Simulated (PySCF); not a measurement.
K (SMILES [K]), doublet. Base run: PBE/6-31G* (PySCF).

The PySCF input:
```python
from pyscf import gto, scf, dft

mol = gto.Mole()
mol.atom = '''
    K     0.00000000    0.00000000    0.00000000
'''
mol.basis = '6-31g*'
mol.spin = 1
mol.verbose = 4
mol.build()

mf = dft.UKS(mol)
mf.xc = 'pbe'
mf.kernel()
```

Variants of this job, named by their change:

| change | ΔE vs base (µEh) | SCF cycles | <S^2> |
|---|---|---|---|
| base | 0.0 | 5 | 0.750 |
| init_guess = atom | 0.0 | 4 | 0.750 |
| level_shift = 1.0 (with mf.max_cycle = 100) | 0.0 | 51 | 0.750 |
| conv_tol_grad = 1e-3 | 0.0 | 5 | 0.750 |
| solver = newton | 0.0 | - | 0.750 |
| level_shift = 0.5 (with mf.max_cycle = 100) | 0.0 | 29 | 0.750 |
| conv_tol = 1e-4 | 0.0 | 2 | 0.750 |
| init_guess = 1e | 0.0 | 5 | 0.750 |
| diis = off; damp = 0.3 (with mf.diis_start_cycle = 200; with mf.max_cycle = 150) | 0.0 | 8 | 0.750 |
| damp = 0.5; diis_start_cycle = 5 | 0.0 | 7 | 0.750 |
| diis_space = 4 | 0.0 | 5 | 0.750 |
| solver = newton; init_guess = 1e | 0.0 | - | 0.750 |
| diis = off (with mf.max_cycle = 100) | 0.0 | 5 | 0.750 |

Open shells are given as the SCF converged; they aren't shown to be the lowest states, and a large step between rows can be another state.
